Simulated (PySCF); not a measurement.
B(H)(NCO)(OMe) (C₂H₄BNO₂), SMILES O(C)BN=C=O.

Coordinates come from a B3LYP-D3(BJ)/def2-SVP optimisation. This is a generated structure with no PubChem entry under its InChIKey; it may be hypothetical. One conformer was computed; it need not be the lowest.

All values below come from PySCF with TDDFT-PBE/def2-SVPD.

Vertical excitations. Isolated molecule, no solvent. State labels are in the subgroup Cs.

Computed UV-visible absorptions:
| state | symmetry | energy (eV) | λ (nm) | f | main pairs |
|---|---|---|---|---|---|
| S1 | A" | 5.44 | 228 | 0.002 | HOMO→LUMO 100 % |
| S2 | A' | 6.31 | 196 | 0.228 | HOMO−1→LUMO 86 % |
| S3 | A" | 6.33 | 196 | 0.001 | HOMO−2→LUMO 100 % |
| S4 | A' | 7.03 | 176 | 0.065 | HOMO→LUMO+1 81 % |
| S5 | A" | 7.12 | 174 | 0.003 | HOMO−1→LUMO+1 100 % |
| S6 | A' | 7.30 | 170 | 0.032 | HOMO−3→LUMO 86 % |
| S7 | A' | 7.36 | 168 | 0.013 | HOMO→LUMO+2 81 %, HOMO→LUMO+3 19 % |
| S8 | A" | 7.56 | 164 | 0.003 | HOMO−1→LUMO+2 99 % |
| S9 | A" | 7.68 | 161 | 0.004 | HOMO−1→LUMO+3 98 % |
| S10 | A' | 7.77 | 160 | 0.017 | HOMO−2→LUMO+1 86 % |
| T1 | A" | 5.21 | 238 | 0 | HOMO→LUMO 99 % |
| T2 | A' | 5.27 | 235 | 0 | HOMO−1→LUMO 99 % |
| T3 | A" | 6.06 | 205 | 0 | HOMO−2→LUMO 99 % |
| T4 | A' | 6.25 | 198 | 0 | HOMO−3→LUMO 97 % |
Triplets are in the Tamm–Dancoff approximation, which puts them higher than full response would, so one can lie above its singlet here.
